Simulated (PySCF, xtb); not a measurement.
B(F)(H)(OSiH3) (BFH4OSi), SMILES FBO[SiH3].

GFN2-xTB in xtb 6.7.1 at its own geometry gives an orbital gap of 5.83 eV and a dipole moment of 1.70 D.

The structure is a stationary point at TPSSh-D3(BJ)/def2-SVP. The values are those of a single conformer.

Question: What does HF/def2-TZVPD run with PySCF give? (An estimate is asked for; the answer gives what the named calculation found.)

Answer: gap 14.50 eV (levels -13.05 and 1.44 eV), dipole 0.99 D.
